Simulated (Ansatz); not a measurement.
Cost and result for the atomization energy of `C[SiH2]C[SiH2]O` (15 atoms, 14 bonds).

Z-matrix (Å, degrees):
```
C
Si 1 1.871
H 1 1.093 2 111.2
H 1 1.093 2 110.9 3 120.1
H 1 1.092 2 110.7 3 -120.1
C 2 1.877 1 111.8 3 -62.3
H 2 1.491 1 109.5 3 176.4
H 2 1.490 1 109.7 3 58.6
Si 6 1.862 2 115.2 1 58.2
H 6 1.096 2 108.4 1 -64.7
H 6 1.096 2 108.0 1 179.6
O 9 1.651 6 113.2 2 169.6
H 9 1.492 6 108.7 2 -67.5
H 9 1.483 6 110.4 2 52.4
H 12 0.958 9 117.8 6 66.1
```

Charge 0, multiplicity 1. Geometry: relaxed with PBE0-D4/def2-TZVP. It is one conformer, not always the lowest. Program: Ansatz. All runs use 2 threads of an AMD EPYC 7R13 on a shared host and a share of an NVIDIA H100 80 GB. Times are those of one run each, without the atoms' runs, and a repeat can differ threefold. Electronic energies, without spin–orbit coupling; frozen cores. CCSD(T)/CBS adds CCSD(T) − MP2 in def2-TZVPP to the MP2 limit, and its time is that of the two runs behind it. T1 = 0.011. B3LYP takes the VWN-RPA correlation (the form of Gaussian; ORCA's B3LYP/G).

CCSD(T)/CBS is a level of theory with its own doubt, some kJ/mol a heavy atom from the limit and from the frozen cores, so smaller differences don't rank the functionals.

```csv
level,functions,wall time
PBE0-D4/def2-TZVPP,317,1.7 s
PBE-D4/def2-TZVPP (with forces),317,1.8 s
B3LYP-D4/def2-TZVPP (with forces),317,2.1 s
B2PLYP/def2-TZVPP,317,2.2 s
r2SCAN-D4/def2-TZVPP (with forces),317,2.3 s
ωB97X-V/def2-TZVPP,317,2.5 s
MP2/def2-QZVPP,611,3.4 s
ωB97M-V/def2-TZVPP (with forces),317,3.4 s
CCSD(T)/def2-TZVPP,317,4.2 s
CCSD(T)/CBS(def2),–,7.6 s
```

Problem. What atomization energy does each give, and how far from CCSD(T)/CBS? (Estimate.)

Solution. Ansatz gave: 
```
                             level  atomization (kJ/mol)  difference from CCSD(T)/CBS  per bond
                PBE0-D4/def2-TZVPP                5337.8                        -44.1      -3.1
   PBE-D4/def2-TZVPP (with forces)                5378.7                         -3.2      -0.2
 B3LYP-D4/def2-TZVPP (with forces)                5361.7                        -20.2      -1.4
                 B2PLYP/def2-TZVPP                5305.4                        -76.5      -5.5
r2SCAN-D4/def2-TZVPP (with forces)                5371.9                        -10.0      -0.7
                ωB97X-V/def2-TZVPP                5390.0                          8.1       0.6
                    MP2/def2-QZVPP                5360.3                        -21.6      -1.5
  ωB97M-V/def2-TZVPP (with forces)                5383.7                          1.8       0.1
                CCSD(T)/def2-TZVPP                5251.7                       -130.2      -9.3
                 CCSD(T)/CBS(def2)                5381.9                          0.0       0.0
```

From PBE to PBE0 (25 % exact exchange), in def2-TZVPP and without D4, the atomization energy moves by −36.2 kJ/mol: exact exchange takes away binding that semilocal exchange gives to molecules. The D4 term adds +51.4 kJ/mol with B3LYP and +27.4 kJ/mol with PBE0; it sums over pairs of atoms, weighted by their polarisabilities, and B3LYP, whose exchange is more repulsive, gets the larger term. In def2-TZVPP, CCSD(T) changes the Hartree–Fock value by +1190.8 kJ/mol (the triples alone add +55.6 kJ/mol) and MP2 by +1221.8 kJ/mol; breaking electron pairs costs correlation energy, which Hartree–Fock lacks.
